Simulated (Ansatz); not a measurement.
Frontier orbitals of GeH5O2PSi (`OP1[O][GeH2][SiH2]1`).

Cartesian coordinates in Å:
```
O 1.2197 -0.5962 -1.6057
P -0.3175 -1.0415 -1.1608
O -1.1133 0.3832 -1.0392
Ge -0.6025 1.2758 0.4845
Si 0.1796 -0.8908 1.1024
H 1.3423 -0.7206 -2.5514
H 0.3937 2.3878 0.1087
H -1.8725 1.9089 1.0836
H 1.5635 -1.1075 1.5996
H -0.7929 -1.5992 1.9783
```

The species carries charge 0 and has multiplicity 1. Correlated methods include outer-core shells of Ge, which these sets cover unevenly. Scalar relativity is left out up to krypton. The structure was optimised at the PBE0-D4/def2-TZVP level. It is one conformer, not always the lowest. Basis def2-TZVPP, Ansatz 0.2.0.

```
             functional  HOMO (eV)  LUMO (eV)  gap (eV)
                    PBE      -5.29      -1.73      3.56
                   PBE0      -6.36      -0.90      5.46
                r2SCAN0      -6.47      -0.78      5.69
HSE06 (plane-wave form)      -5.96      -1.27      4.69
              CAM-B3LYP      -7.60       0.14      7.74
                LC-ωPBE      -8.85       1.25     10.10
                ωB97X-V      -8.54       1.13      9.67
                ωB97M-V      -8.38       0.91      9.29
                     HF      -8.78       2.28     11.06
```

A quarter of exact exchange (PBE0) shifts PBE's HOMO by −1.06 eV and its LUMO by +0.83 eV; full exchange at long range (ωB97M-V) shifts them by −3.09 and +2.64 eV. The gap opens from 3.56 to 9.29 eV, since occupied levels lose self-interaction and empty ones feel all the electrons. A positive LUMO is unbound and depends on the basis.

LC-ωPBE has ω = 0.4 bohr⁻¹.
